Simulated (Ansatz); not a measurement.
`[SiH3]C1B[SiH2]1` + H₂Se → `[SiH3][SeH]` + `B1C[SiH2]1` at 500 K and 1 bar (ligand exchange at the Si–C bond).

Gas-phase electronic energies from Ansatz, PBE0-D4/def2-TZVP geometries. CBS: MP2 limit from def2 TZ/QZ plus the TZ coupled-cluster correction, frozen cores. For Se outer-core shells are correlated without core-valence functions, which leaves a few kJ/mol of doubt a bond. Scalar relativity is left out up to krypton.

```csv
species,CCSD(T)/CBS energy (Eh),H − E (kJ/mol),S (J/(mol·K))
`[SiH3]C1B[SiH2]1`,-645.14605,229.9,397.7
H₂Se,-2401.89790,53.1,237.8
`[SiH3][SeH]`,-2692.20088,115.2,325.5
`B1C[SiH2]1`,-354.85519,174.1,322.9
```

H − E and S are ideal-gas, rigid-rotor, harmonic terms from PBE0-D4/def2-TZVP, for one conformer and one mirror image of each species. 1 Eh = 2625.50 kJ/mol, R = 8.31446 J/(mol·K).

Q: By hand: ΔE, ΔH, ΔS and ΔG.

A: ΔE = (-2692.20088) + (-354.85519) − (-645.14605) − (-2401.89790) = -0.01212 Eh = -31.8 kJ/mol. Δ(H − E) = 115.2 + 174.1 − 229.9 − 53.1 = 6.3, so ΔH = -25.5 kJ/mol. ΔS = 325.5 + 322.9 − 397.7 − 237.8 = 12.9 J/(mol·K). ΔG = -25.5 − 500 × (12.9)/1000 = -31.9 kJ/mol.

Q: By hand: the equilibrium constant, and the temperature at which ΔG would vanish if ΔH and ΔS stayed fixed.

A: log₁₀ K = −ΔG/(RT ln 10) = 3.3. ΔH and −TΔS have one sign here, so there is no such temperature.

The number of gas molecules stays the same, so ΔS is small and ΔH decides. A doubt of 5 kJ/mol in ΔE shifts log₁₀ K by 0.5 here. Other conformers and mirror images would add mixing entropy, several J/(mol·K) or more a flexible species. These are equilibria of isolated gas molecules and say nothing of rates. Largest T1 diagnostic: 0.014 (customary marks: 0.02 for closed shells, 0.045 for open ones).

ΔS is within the doubt of such terms, so its sign, and with it that verdict, could turn.
